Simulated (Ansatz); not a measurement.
`B[CH2][Ga]([CH3])[F]` + H₂ → `B[CH2][GaH][CH3]` + H–F  (hydrogenolysis of a Ga–F bond)

Computed with Ansatz on PBE0-D4/def2-TZVP structures; ΔE is electronic, products minus reactants. CCSD(T)/CBS adds triple-zeta CCSD(T) − MP2 to the extrapolated MP2 energy (def2 sets, frozen cores). This one scheme is used for every species. DFT in def2-TZVPP. B3LYP here is the variant with VWN-RPA as its local correlation; programs differ in this. For Ga outer-core shells are correlated without core-valence functions, which leaves a few kJ/mol of doubt a bond. Scalar relativity is left out up to krypton. One conformer a species, not always the lowest.

```json
{"level": "PBE-D4", "ΔE (kcal/mol)": "21.3", "difference from CCSD(T)/CBS": "0.6"}
{"level": "r2SCAN-D4", "ΔE (kcal/mol)": "23.3", "difference from CCSD(T)/CBS": "2.6"}
{"level": "PBE0-D4", "ΔE (kcal/mol)": "19.9", "difference from CCSD(T)/CBS": "-0.8"}
{"level": "ωB97M-V", "ΔE (kcal/mol)": "21.4", "difference from CCSD(T)/CBS": "0.7"}
{"level": "B2PLYP", "ΔE (kcal/mol)": "22.6", "difference from CCSD(T)/CBS": "1.9"}
{"level": "PBE", "ΔE (kcal/mol)": "21.3", "difference from CCSD(T)/CBS": "0.6"}
{"level": "PBE0", "ΔE (kcal/mol)": "19.9", "difference from CCSD(T)/CBS": "-0.8"}
{"level": "B3LYP", "ΔE (kcal/mol)": "22.3", "difference from CCSD(T)/CBS": "1.6"}
{"level": "HF/def2-TZVPP", "ΔE (kcal/mol)": "20.9", "difference from CCSD(T)/CBS": "0.2"}
{"level": "MP2/def2-TZVPP", "ΔE (kcal/mol)": "22.0", "difference from CCSD(T)/CBS": "1.3"}
{"level": "SCS-MP2/def2-TZVPP", "ΔE (kcal/mol)": "22.2", "difference from CCSD(T)/CBS": "1.5"}
{"level": "CCSD/def2-TZVPP", "ΔE (kcal/mol)": "20.4", "difference from CCSD(T)/CBS": "-0.3"}
{"level": "CCSD(T)/def2-TZVPP", "ΔE (kcal/mol)": "21.0", "difference from CCSD(T)/CBS": "0.3"}
{"level": "HF/def2-QZVPP", "ΔE (kcal/mol)": "21.2", "difference from CCSD(T)/CBS": "0.5"}
{"level": "SCS-MP2/def2-QZVPP", "ΔE (kcal/mol)": "22.1", "difference from CCSD(T)/CBS": "1.4"}
{"level": "CCSD/CBS(def2)", "ΔE (kcal/mol)": "20.1", "difference from CCSD(T)/CBS": "-0.6"}
{"level": "CCSD(T)/CBS", "ΔE (kcal/mol)": "20.7", "difference from CCSD(T)/CBS": "0"}
```

Largest T1 diagnostic among the species: 0.013.

From PBE to PBE0 (25 % exact exchange), in def2-TZVPP and without D4, ΔE moves by −1.5 kcal/mol.
